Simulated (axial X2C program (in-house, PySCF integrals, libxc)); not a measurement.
Nuclear properties of SWS

Computed with an in-house all-electron X2C program for linear molecules (integrals from PySCF): two-component X2C with atomic mean-field Coulomb and Gaunt terms, Gaussian nuclei, basis S dyall-av3z, W dyall-v3z with contracted cores.

S–W–S held linear, with bonds 2.166 and 2.166 Å (near the PBE0 minimum at charge 0 of the determinant lowest at the starting distance; the state shown can have its own minimum elsewhere, held linear; other orders of the atoms were not compared).

Determinant lowest in the PBE0 search, Ω = 1 (⟨Sz⟩ = -0.99, ⟨Lz⟩ = 1.99 at PBE0), spin on the atoms S 0.09, W -1.17, S 0.09:

```tsv
level	A∥/gI S (MHz)	qzz S (a.u.)	A∥/gI W (MHz)	qzz W (a.u.)
PBE0	-29	-1.61	-4360	-16.97
HF	-37.6	-1.81	-3360	-16.27
B3LYP	-25.6	-1.68	-4540	-16.99
```

A∥ (defined per Ω) follows by multiplying with gI = μI/(I μN); qzz is the electric field gradient, eQq0 = 234.96 MHz × Q/barn × qzz. The operators were transformed with the bare-nucleus X2C matrices; with these basis sets, hyperfine constants and field gradients can be off by tens of per cent, and where levels differ in sign neither size nor sign is settled.

**Question.** With gI(33S) = 0.4292, Q(33S) = -0.0694 barn, gI(183W) = 0.2356 (g factors from the IAEA table of nuclear moments by Stone; Q from Pyykkö, Mol. Phys. 2018), turn the PBE0 values of the first state into constants in MHz.

**Answer.** A∥(33S) = -29 × 0.4292 = -12.4 MHz; eQq0(33S) = 234.96 × (-0.0694) × (-1.61) = 26.3 MHz; A∥(183W) = -4360 × 0.2356 = -1030 MHz.

The molecule was held linear; bending was not examined, so a bent shape may lie lower.

Each state is one determinant with collinear spin, which with several unpaired electrons need not be a pure state. Unrestricted Hartree–Fock can overshoot spin polarisation at the nuclei. With several open shells hyperfine constants can be off by a factor of several. Open-shell Ω = 0 determinants with evenly filled partner blocks cannot be reached by this program, so the Ω shown need not be the lowest component. At HF a later determinant lies lower. The search compared states at one distance, so a state with another bond length can lie lower. Further determinants of the search, some of them spin-mixed, are not shown.
